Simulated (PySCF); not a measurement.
## ECD: `InChI=1S/C5H11OP/c1-5-3-4-7(5,2)6/h5H,3-4H2,1-2H3/t5-,7-/m0/s1`

Geometry (Å), atoms numbered from 1 in this order:
```xyz
18

C    -1.0962    1.6124    0.5423
C    -0.7634    0.1446    0.7159
C    -1.1977   -0.8163   -0.4102
C     0.0132   -1.7667   -0.3645
P     0.9856   -0.4824    0.5575
C     1.8869    0.5399   -0.6657
O     1.7760   -0.8349    1.7414
H    -0.7487    1.9800   -0.4211
H    -0.6238    2.2010    1.3267
H    -2.1734    1.7650    0.5991
H    -1.1353   -0.2109    1.6827
H    -2.1578   -1.3026   -0.2433
H    -1.2412   -0.2880   -1.3626
H    -0.1604   -2.6252    0.2845
H     0.3749   -2.1185   -1.3279
H     2.1635    1.4758   -0.1835
H     2.7947    0.0001   -0.9293
H     1.2945    0.7327   -1.5538
```

The calculation used TDDFT PBE0/def2-SVPD circular dichroism and optical rotation, one conformer, gas phase in PySCF. Geometry: GFN2-xTB.

States above about 7.4 eV (minus the energy of the highest occupied orbital) lie near or above the ionisation threshold and depend on the basis.

What are the CIP labels of the stereocentres?

C2 S, P5 S.

List the lowest 8 singlet excitations with oscillator and rotatory strengths.

Rotatory strengths R in 10⁻⁴⁰ esu² cm², velocity form and length form (origin at the centre of mass); f in length form.
```
state  E (eV)  λ (nm)      f  R (velocity)  R (length)                                    main
    1    6.86     181  0.014          -5.4        -5.4                          HOMO→LUMO 0.96
    2    7.00     177  0.028          -9.6        -9.0                        HOMO−1→LUMO 0.93
    3    7.07     175  0.013          +6.6        +7.0                        HOMO→LUMO+1 0.83
    4    7.18     173  0.008         -10.6       -10.8                      HOMO−1→LUMO+1 0.76
    5    7.30     170  0.014         -18.6       -18.9    HOMO→LUMO+2 0.71, HOMO−1→LUMO+2 0.10
    6    7.45     166  0.021          +8.6        +8.0    HOMO−1→LUMO+2 0.65, HOMO→LUMO+2 0.12
    7    7.70     161  0.014          +4.3        +3.9                        HOMO→LUMO+3 0.90
    8    7.73     160  0.026          +6.4        +7.5  HOMO−1→LUMO+3 0.68, HOMO−1→LUMO+5 0.08
```

Among the states computed, the strongest CD band (largest |R|) is state 5. The largest dissymmetry factor in size, g = 4R/(D+G), with D and G the electric and magnetic dipole strengths, is -0.019 for state 4 (velocity form, f = 0.006), among bands with |R| over 0.5. The mirror image has the same energies and oscillator strengths and all R with the opposite sign.
